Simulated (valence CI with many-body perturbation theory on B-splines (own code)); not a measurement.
**Cu VI: calculated level list**

Level of theory: configuration interaction combined with many-body perturbation theory (CI+MBPT): six valence electrons over a frozen Dirac-Fock core [Ar], radial functions for each j: 7 s, 7 p, 8 d, 6 f, 4 g, 1 h, with the one-electron correlation potential Σ1 (screened to all orders), the two-electron term Σ2, the three-electron term Σ3, Breit, model QED; selected single and double excitations, second order for the rest, scaled by the run's own slope (own B-spline code, finite nucleus).

Set against measurement, 30 paired levels are off by 577 cm⁻¹ on average, the worst by 1949. Among the levels kept, up to 610 cm⁻¹ of a level comes from second order outside the variational space, and about a tenth of that is noise between levels of different J, which matters for small intervals. Only levels of the ground parity were solved; by the run's estimate the other parity begins above the list, which can be wrong where configurations are misplaced.

Levels 1 to 31 of 31, with energies above the lowest level, 3d6 5D_4. "Leading %" is the weight of the configuration and term that name the level; weights of strongly mixed levels are sums over their largest components and can fall short. In the jj column 3d3/2^4 stands for four electrons in 3d with j = 3/2. Lifetimes count E1, E2, E3, M1 and M2 decay at the calculated energies, and are blank where another channel may lead or the interval is too uncertain; long ones can be off by a factor of two.

| No. | Configuration | Term | J | E (cm⁻¹) | Leading % | Leading jj | g | Lifetime |
| --- | --- | --- | --- | --- | --- | --- | --- | --- |
| 1 | 3d6 | 5D | 4 | 0.0 | 99 | 3d3/2^3 3d5/2^3 (47 %) | 1.499 |  |
| 2 | 3d6 | 5D | 3 | 1163 | 99 | 3d3/2^3 3d5/2^3 (52 %) | 1.500 | 18.3 s |
| 3 | 3d6 | 5D | 2 | 1947 | 99 | 3d3/2^2 3d5/2^4 (63 %) | 1.500 | 32.0 s |
| 4 | 3d6 | 5D | 1 | 2446 | 99 | 3d3/2^3 3d5/2^3 (43 %) | 1.500 | 85.3 s |
| 5 | 3d6 | 5D | 0 | 2709 | 98 | 3d3/2^2 3d5/2^4 (70 %) |  |  |
| 6 | 3d6 | 3H | 6 | 29138 | 98 | 3d3/2^3 3d5/2^3 (67 %) | 1.165 | 63000 s |
| 7 | 3d6 | 3P | 2 | 29478 | 98 | 3d3/2^4 3d5/2^2 (36 %) | 1.498 | 212 ms |
| 8 | 3d6 | 3H | 5 | 29733 | 96 | 3d3/2^3 3d5/2^3 (55 %) | 1.039 | 171 s |
| 9 | 3d6 | 3H | 4 | 30064 | 89 | 3d3/2^3 3d5/2^3 (33 %) | 0.831 | 4.23 s |
| 10 | 3d6 | 3F | 4 | 32228 | 86 | 3d3/2^2 3d5/2^4 (56 %) | 1.209 | 212 ms |
| 11 | 3d6 | 3P | 1 | 32789 | 98 | 3d3/2 3d5/2^5 (54 %) | 1.497 | 144 ms |
| 12 | 3d6 | 3F | 3 | 32839 | 93 | 3d3/2^3 3d5/2^3 (57 %) | 1.064 | 301 ms |
| 13 | 3d6 | 3F | 2 | 33311 | 98 | 3d3/2^2 3d5/2^4 (45 %) | 0.668 | 653 ms |
| 14 | 3d6 | 3P | 0 | 33988 | 96 | 3d5/2^6 (51 %) |  | 149 ms |
| 15 | 3d6 | 3G | 5 | 36440 | 95 | 3d3/2^2 3d5/2^4 (55 %) | 1.194 | 1.35 s |
| 16 | 3d6 | 3G | 4 | 37511 | 90 | 3d3/2^2 3d5/2^4 (37 %) | 1.058 |  |
| 17 | 3d6 | 3G | 3 | 37945 | 93 | 3d3/2^2 3d5/2^4 (60 %) | 0.769 |  |
| 18 | 3d6 | 1I | 6 | 44457 | 98 | 3d3/2^2 3d5/2^4 (67 %) | 1.000 | 787 ms |
| 19 | 3d6 | 3D | 2 | 46317 | 95 | 3d3/2^2 3d5/2^4 (43 %) | 1.163 | 399 ms |
| 20 | 3d6 | 3D | 1 | 46440 | 98 | 3d3/2^2 3d5/2^4 (53 %) | 0.503 | 314 ms |
| 21 | 3d6 | 3D | 3 | 46681 | 98 | 3d3/2^3 3d5/2^3 (54 %) | 1.332 | 273 ms |
| 22 | 3d6 | 1G | 4 | 46735 | 96 | 3d3/2^2 3d5/2^4 (43 %) | 1.001 | 190 ms |
| 23 | 3d6 | 1S | 0 | 53914 | 96 | 3d3/2^2 3d5/2^4 (30 %) |  |  |
| 24 | 3d6 | 1D | 2 | 54404 | 95 | 3d3/2 3d5/2^5 (32 %) | 1.003 | 192 ms |
| 25 | 3d6 | 1F | 3 | 64126 | 97 | 3d3/2^3 3d5/2^3 (66 %) | 1.001 |  |
| 26 | 3d6 | 3P | 0 | 74472 | 98 | 3d3/2^4 3d5/2^2 (52 %) |  |  |
| 27 | 3d6 | 3P | 1 | 75465 | 99 | 3d3/2^3 3d5/2^3 (80 %) | 1.500 |  |
| 28 | 3d6 | 3F | 2 | 76363 | 99 | 3d3/2^2 3d5/2^4 (63 %) | 0.666 | 78.2 ms |
| 29 | 3d6 | 3F | 4 | 76424 | 98 | 3d3/2^2 3d5/2^4 (64 %) | 1.248 |  |
| 30 | 3d6 | 3F | 3 | 76655 | 97 | 3d3/2^3 3d5/2^3 (51 %) | 1.082 |  |
| 31 | 3d6 | 3P | 2 | 77542 | 98 | 3d3/2^2 3d5/2^4 (55 %) | 1.499 | 114 ms |

The ionisation energy to 3d5 6S_5/2 of the next ion comes out as 102.48 eV (NIST: 103 ± 1 eV (semi-empirical)). All 31 levels together are meant to be complete up to 78315 cm⁻¹.
